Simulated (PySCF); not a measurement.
PySCF job for Ag2, SMILES [Ag][Ag], multiplicity 1, TDA-M06-2X/def2-TZVPD. The structure is a stationary point at PBE0-D3(BJ)/def2-TZVPD. The multiplicity is an assumed one; other spin states were not compared. The def2 effective core potentials stand for the cores of Ag; spin–orbit coupling is left out.

```python
import numpy as np
from pyscf import gto, scf, dft, tdscf

mol = gto.M(
    atom='''
    Ag    0.00000000    0.00000000   -1.28820814
    Ag    0.00000000    0.00000000    1.28820814
    ''',
    basis='def2-TZVPD',
    ecp={'Ag': 'def2-tzvp'},
    charge=0,
    spin=0,
    symmetry=True,
    symmetry_subgroup='D2h',
    max_memory=1600,
    verbose=4,
)
mf = dft.RKS(mol, xc='m06-2x').density_fit(auxbasis='def2-universal-jkfit')
mf.grids.level = 4
mf.conv_tol = 1e-9
mf.max_cycle = 100
mf.kernel()
mf.grids = dft.Grids(mol).set(level=2).build(with_non0tab=True)  # coarser grid for the response kernel
td = tdscf.TDA(mf)
td.singlet = True
td.nstates = 10
td.conv_tol = 1e-4
td.positive_eig_threshold = 1e-6
td.kernel(x0=td.get_init_guess(mf, 15))
td.analyze()
tt = tdscf.TDA(mf)
tt.singlet = False
tt.nstates = 4
tt.conv_tol = 1e-4
tt.positive_eig_threshold = 1e-6
tt.kernel(x0=tt.get_init_guess(mf, 9))
tt.analyze(verbose=3)
```

Log of the run:

```
PySCF version 2.14.0

[INPUT] verbose = 4
[INPUT] num. atoms = 2
[INPUT] num. electrons = 38
[INPUT] charge = 0
[INPUT] spin (= nelec alpha-beta = 2S) = 0
[INPUT] symmetry True subgroup D2h
[INPUT] Mole.unit = angstrom
[INPUT] Symbol           X                Y                Z      unit          X                Y                Z       unit  Magmom
[INPUT]  1 Ag     0.000000000000   0.000000000000  -1.288208140000 AA    0.000000000000   0.000000000000  -2.434360576035 Bohr   0.0
[INPUT]  2 Ag     0.000000000000   0.000000000000   1.288208140000 AA    0.000000000000   0.000000000000   2.434360576035 Bohr   0.0

nuclear repulsion = 74.1467807920077
point group symmetry = Dooh, use subgroup D2h
symmetry origin: [0. 0. 0.]
symmetry axis x: [1. 0. 0.]
symmetry axis y: [0. 1. 0.]
symmetry axis z: [0. 0. 1.]
num. orbitals of irrep Ag = 18
num. orbitals of irrep B1g = 4
num. orbitals of irrep B2g = 9
num. orbitals of irrep B3g = 9
num. orbitals of irrep Au = 4
num. orbitals of irrep B1u = 18
num. orbitals of irrep B2u = 9
num. orbitals of irrep B3u = 9
number of shells = 28
number of NR pGTOs = 130
number of NR cGTOs = 80
basis = def2-TZVPD
ecp = {'Ag': 'def2-tzvp'}


[settings echo left out]
init E= -271.63359607801
HOMO (Ag) = -1.14148161638084  LUMO (B1u) = -0.912280196273306  gap/eV = 6.23689
cycle= 1 E= -291.62685287427  delta_E=  -20  |g|= 3.94  |ddm|= 6.92
HOMO (Ag) = 0.133244353005565  LUMO (B1g) = 0.133257710086417  gap/eV = 0.00036

WARN: Ag HOMO 0.133244353005565 > system LUMO 0.133257710086417


WARN: Ag LUMO 0.133693720074172 < system HOMO 0.133244353005565

cycle= 2 E= -263.626100406008  delta_E=   28  |g|=  9.4  |ddm|=  170
HOMO (Ag) = -0.583373171145644  LUMO (B1u) = -0.335828161432477  gap/eV = 6.73604
cycle= 3 E= -293.524373724848  delta_E= -29.9  |g|= 1.18  |ddm|=  170
HOMO (Ag) = -0.194294879927253  LUMO (B1u) = -0.0516027283967655  gap/eV = 3.88285
cycle= 4 E= -293.843981251819  delta_E= -0.32  |g|= 0.204  |ddm|= 1.73
HOMO (Ag) = -0.217370679022974  LUMO (B1u) = -0.0573078903557889  gap/eV = 4.35553
cycle= 5 E= -293.85004735908  delta_E= -0.00607  |g|= 0.0643  |ddm|= 0.23
HOMO (Ag) = -0.218980639725326  LUMO (B1u) = -0.063093061720283  gap/eV = 4.24192
cycle= 6 E= -293.851190487975  delta_E= -0.00114  |g|= 0.0292  |ddm|=  0.1
HOMO (Ag) = -0.223710226114635  LUMO (B1u) = -0.0676608534513221  gap/eV = 4.24632
cycle= 7 E= -293.851413752525  delta_E= -0.000223  |g|= 0.00416  |ddm|= 0.0487
HOMO (Ag) = -0.22423555655201  LUMO (B1u) = -0.0683230741525502  gap/eV = 4.24259
cycle= 8 E= -293.851422181776  delta_E= -8.43e-06  |g|= 0.000604  |ddm|= 0.0093
HOMO (Ag) = -0.224054042038086  LUMO (B1u) = -0.0682593648487888  gap/eV = 4.23939
cycle= 9 E= -293.851422380427  delta_E= -1.99e-07  |g|= 0.000138  |ddm|= 0.00134
HOMO (Ag) = -0.224079002199802  LUMO (B1u) = -0.0682829081044858  gap/eV = 4.23943
cycle= 10 E= -293.851422388889  delta_E= -8.46e-09  |g|= 1.47e-05  |ddm|= 0.000246
HOMO (Ag) = -0.224081607115071  LUMO (B1u) = -0.0682845946744219  gap/eV = 4.23945
cycle= 11 E= -293.851422389065  delta_E= -1.75e-10  |g|= 2.6e-06  |ddm|= 4.82e-05
HOMO (Ag) = -0.224080812247277  LUMO (B1u) = -0.0682838247958357  gap/eV = 4.23945
Extra cycle  E= -293.85142238907  delta_E= -5.8e-12  |g|= 1.59e-06  |ddm|= 5.74e-06
converged SCF energy = -293.85142238907
tot grids = 28880
Overwritten attributes  positive_eig_threshold  of <class 'pyscf.tdscf.rks.TDA'>


******** <class 'pyscf.tdscf.rks.TDA'> for <class 'pyscf.df.df_jk.DFSymAdaptedRKS'> ********
nstates = 10 singlet
deg_eia_thresh = 1.000e-03
wfnsym = None
conv_tol = 0.0001
eigh lindep = 1e-12
eigh level_shift = 0
eigh max_cycle = 100


Excitation energies (eV)
[3.21688093 4.4087019  4.4087019  4.73371253 5.36637224 5.40918727
 5.40918728 5.45573781 5.45573781 5.64180622]

** Singlet excitation energies and oscillator strengths **
Excited State   1:  B1u      3.21688 eV    385.42 nm  f=0.7888
      19 -> 20       -0.68633
Excited State   2:  B3u      4.40870 eV    281.23 nm  f=0.5510
      19 -> 22       -0.68058
Excited State   3:  B2u      4.40870 eV    281.23 nm  f=0.5510
      19 -> 21       -0.68058
Excited State   4:   Ag      4.73371 eV    261.92 nm  f=0.0000
      18 -> 20       -0.28621
      19 -> 23       -0.62911
Excited State   5:   Ag      5.36637 eV    231.04 nm  f=0.0000
      18 -> 20       -0.63082
      19 -> 23        0.28776
Excited State   6:  B3g      5.40919 eV    229.21 nm  f=0.0000
      19 -> 25       -0.69081
Excited State   7:  B2g      5.40919 eV    229.21 nm  f=0.0000
      19 -> 24       -0.69081
Excited State   8:  B3u      5.45574 eV    227.25 nm  f=0.0653
      16 -> 20        0.68467
Excited State   9:  B2u      5.45574 eV    227.25 nm  f=0.0653
      17 -> 20        0.68467
Excited State  10:  B1g      5.64181 eV    219.76 nm  f=0.0000
      13 -> 23        0.12532
      15 -> 20       -0.68416

** Transition electric dipole moments (AU) **
state          X           Y           Z        Dip. S.      Osc.
  1        -0.0000      0.0000      3.1636     10.0084      0.7888
  2        -2.2586      0.0000      0.0000      5.1014      0.5510
  3        -0.0000     -2.2586      0.0000      5.1014      0.5510
  4         0.0000      0.0000     -0.0000      0.0000      0.0000
  5        -0.0000     -0.0000      0.0000      0.0000      0.0000
  6         0.0000      0.0000     -0.0000      0.0000      0.0000
  7        -0.0000      0.0000      0.0000      0.0000      0.0000
  8        -0.6990     -0.0000     -0.0000      0.4887      0.0653
  9        -0.0000     -0.6990      0.0000      0.4887      0.0653
 10        -0.0000     -0.0000     -0.0000      0.0000      0.0000

WARN: ECP detected. Skipping calculation of transition velocity and magnetic dipole moments, which have not yet been implemented.



******** <class 'pyscf.tdscf.rks.TDA'> for <class 'pyscf.df.df_jk.DFSymAdaptedRKS'> ********
nstates = 4 triplet
deg_eia_thresh = 1.000e-03
wfnsym = None
conv_tol = 0.0001
eigh lindep = 1e-12
eigh level_shift = 0
eigh max_cycle = 100


Excitation energies (eV)
[1.33470705 3.34597909 3.34597909 4.06244149]

** Triplet excitation energies and oscillator strengths **
Excited State   1:  B1u      1.33471 eV    928.92 nm  f=0.0000
Excited State   2:  B3u      3.34598 eV    370.55 nm  f=0.0000
Excited State   3:  B2u      3.34598 eV    370.55 nm  f=0.0000
Excited State   4:   Ag      4.06244 eV    305.20 nm  f=0.0000
```

The run converged.
